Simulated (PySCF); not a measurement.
Sn(H)2(Me)2 (C2H8Sn), SMILES [CH3][SnH2][CH3].

The structure is a stationary point at r2SCAN-D4/def2-SVP. The structure was generated by enumeration; whether it is a known compound was not checked. The def2 effective core potentials stand for the cores of Sn; spin–orbit coupling is left out.

These are r2SCAN-D4/def2-SVP (PySCF 2.14.0) values and carry that method's errors.

Frequencies are harmonic and unscaled.

Q: Estimate the vibrational spectrum. (An estimate is asked for; the answer gives what the named calculation found.)

A: 
| mode | ν (cm⁻¹) | IR (km/mol) | Raman (Å⁴/amu) | depolarisation | moving atoms (share of kinetic energy) |
|---|---|---|---|---|---|
| 1 | 93 | 0.0 | 0.0 | – | H 99 % |
| 2 | 96 | 0.0 | 0.1 | 0.75 | H 94 % |
| 3 | 132 | 1.1 | 3.9 | 0.75 | C 56 %, H 32 %, Sn 11 % |
| 4 | 334 | 21.1 | 2.1 | 0.75 | H 94 % |
| 5 | 476 | 0.0 | 19.5 | 0.75 | H 100 % |
| 6 | 513 | 10.8 | 32.7 | 0.10 | C 74 %, H 18 % |
| 7 | 520 | 77.0 | 2.0 | 0.75 | C 52 %, H 33 %, Sn 15 % |
| 8 | 551 | 22.9 | 18.1 | 0.75 | H 83 %, C 17 % |
| 9 | 722 | 102.9 | 28.5 | 0.74 | H 99 % |
| 10 | 746 | 124.3 | 6.6 | 0.75 | H 86 %, C 13 % |
| 11 | 778 | 86.0 | 1.4 | 0.75 | H 81 %, C 18 % |
| 12 | 778 | 0.0 | 12.9 | 0.75 | H 84 %, C 16 % |
| 13 | 786 | 34.1 | 4.9 | 0.73 | H 80 %, C 19 % |
| 14 | 1198 | 2.0 | 2.0 | 0.75 | H 82 %, C 18 % |
| 15 | 1204 | 0.6 | 9.3 | 0.03 | H 83 %, C 17 % |
| 16 | 1431 | 0.0 | 23.4 | 0.75 | H 95 % |
| 17 | 1432 | 1.4 | 0.0 | – | H 95 % |
| 18 | 1436 | 2.0 | 21.0 | 0.74 | H 95 % |
| 19 | 1440 | 5.1 | 0.1 | 0.75 | H 95 % |
| 20 | 1889 | 158.6 | 249.8 | 0.08 | H 100 % |
| 21 | 1894 | 232.4 | 112.0 | 0.75 | H 99 % |
| 22 | 3049 | 6.4 | 271.7 | 0.00 | H 97 % |
| 23 | 3049 | 11.3 | 0.0 | – | H 97 % |
| 24 | 3166 | 0.0 | 20.9 | 0.75 | H 90 %, C 10 % |
| 25 | 3166 | 7.9 | 144.9 | 0.75 | H 90 %, C 10 % |
| 26 | 3169 | 2.2 | 59.7 | 0.75 | H 90 %, C 10 % |
| 27 | 3169 | 3.9 | 132.4 | 0.74 | H 90 %, C 10 % |
